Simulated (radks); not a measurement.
Values are calculated unless marked as measured or tabulated.
The mean radii <r> (bohr) of the occupied orbitals of an atom or ion are listed with their occupations. Level of theory: Dirac Kohn-Sham, PBE, spin-unpolarised, spherical densities, point nucleus (a radial shooting solver on a logarithmic mesh with Libxc functionals).

orbital  occ.      <r>
1s1/2       2  0.02665
2s1/2       2   0.1134
2p1/2       2  0.09551
2p3/2       4   0.1012
3s1/2       2   0.2861
3p1/2       2   0.2735
3p3/2       4   0.2828
3d3/2     1.2   0.2484
3d5/2     1.8   0.2513

Name the element and its charge. Open shells, if any, are shared by 2j + 1.

Answer. Z = 54, xenon, charge +33: Xe33+ in [Ar] 3d3. The 1s radius gives Z: for a bare nucleus <r> = (2 gamma + 1)/(2Z) with gamma = sqrt(1 - (Z/c)^2), 0.02628 bohr for Z = 54, and screening makes it slightly larger (0.02665 here). The occupations add up to 21, and the charge is Z minus that.
